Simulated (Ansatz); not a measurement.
Ansatz results at the PBE0-D4/def2-TZVP geometry: LUMO energy (B3LYP/def2-TZVPP) -1.34 eV; ideal-gas entropy at 298 K and 1 bar (rigid rotor, harmonic PBE0-D4/def2-TZVP) 305 J/(mol·K); zero-point energy (PBE0-D4/def2-TZVP) 98.3 kJ/mol.

Each molecule was computed in one conformer, which needn't be the lowest.

(1) Which molecule gave them?
A. `[OH][Cd][O][SiH3]`
B. `C[S][Cd][N](C)C`
C. `[NH2][Cd][OH]`
D. `[NH2][Cd][F]`

## Answers

(1) C. The others give `C[S][Cd][N](C)C`: -1.18, 431, 314.1; `[NH2][Cd][F]`: -1.73, 293, 69.5; `[OH][Cd][O][SiH3]`: -2.09, 377, 108.6.

B3LYP here is the variant with VWN-RPA as its local correlation; programs differ in this.
